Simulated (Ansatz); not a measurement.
Basis-set series for CH₅FSSn (`F[CH2][SnH2][SH]`). Total charge 0; spin multiplicity 1. Sn takes the def2 core potential. The geometry is a stationary point of PBE0-D4/def2-TZVP. It is one conformer, not always the lowest.

```tsv
functional	basis	functions	energy (Eh)	HOMO (eV)	LUMO (eV)
PBE0-D4	def2-TZVPP	224	-753.24222	-7.22	-0.50
PBE0-D4	def2-QZVPP	416	-753.26413	-7.25	-0.61
ωB97M-V	def2-TZVPP	224	-753.39025	-9.41	1.09
ωB97M-V	def2-QZVPP	416	-753.41153	-9.45	0.78
```

Problem. Give the rows for def2-SVP. (Best estimate.)

Solution. Computed: 
```json
{"functional": "PBE0-D4", "basis": "def2-SVP", "functions": "97", "energy (Eh)": "-752.92211", "HOMO (eV)": "-7.06", "LUMO (eV)": "-0.19"}
{"functional": "ωB97M-V", "basis": "def2-SVP", "functions": "97", "energy (Eh)": "-753.06448", "HOMO (eV)": "-9.21", "LUMO (eV)": "1.64"}
```

Positive LUMOs are unbound and depend on the basis.
